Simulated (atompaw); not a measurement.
## PBEsol PAW (atompaw) dataset for calcium (Ca), scalar-relativistic all-electron reference.

Ca (Z = 20), PAW, made with atompaw 4.2.0.5 (PBEsol, scalar-relativistic). Core [Ne], reference 3s2 3p6 3d0 4s1.5 4p0 (charge +0.5). Waves: 3s (bound); 4s (bound); 3p (bound); 4p (bound, empty); 3d (bound, empty); 3d channel at 0.25 Ry. Local part: troulliermartins scheme with l = 3 at 0 Ry, radius 1.95 bohr. Core correction: smooth core density matched at 2.00 bohr. Augmentation charge: sinc compensation charge, radius 2.10 bohr; PAW radius 2.70 bohr; waves and projectors: bloechl.

All-electron outer shells of the reference configuration (PBEsol, scalar-relativistic, ld1.x):

```json
{"shell": "2p", "level (eV)": "-337.78", "outermost node (bohr)": "–", "outermost maximum (bohr)": "0.25"}
{"shell": "3s", "level (eV)": "-50.23", "outermost node (bohr)": "0.45", "outermost maximum (bohr)": "0.99"}
{"shell": "3p", "level (eV)": "-31.21", "outermost node (bohr)": "0.42", "outermost maximum (bohr)": "1.04"}
{"shell": "4s", "level (eV)": "-6.28", "outermost node (bohr)": "1.42", "outermost maximum (bohr)": "3.29"}
{"shell": "3d", "level (eV)": "-4.98", "outermost node (bohr)": "–", "outermost maximum (bohr)": "1.26"}
{"shell": "4p", "level (eV)": "-3.57", "outermost node (bohr)": "1.61", "outermost maximum (bohr)": "4.07"}
```

Task: Estimate the cutoffs (Ry, on a coarse ladder) from which the occupation-weighted sum of valence levels, in a spherical-Bessel basis at the reference potential, stays within 10 and 1 mRy of its value at 400 Ry.

Result: 35 Ry and 55 Ry.

Task: What does a ghost test show?

Result: No extra level below or beside the all-electron valence levels (s, p, d, f tested).

Task: Is the overlap operator S = 1 + Σ q|β⟩⟨β| positive definite (Bessel basis up to 400 Ry)?

Result: Yes: its lowest eigenvalue is 0.45 (s channel).
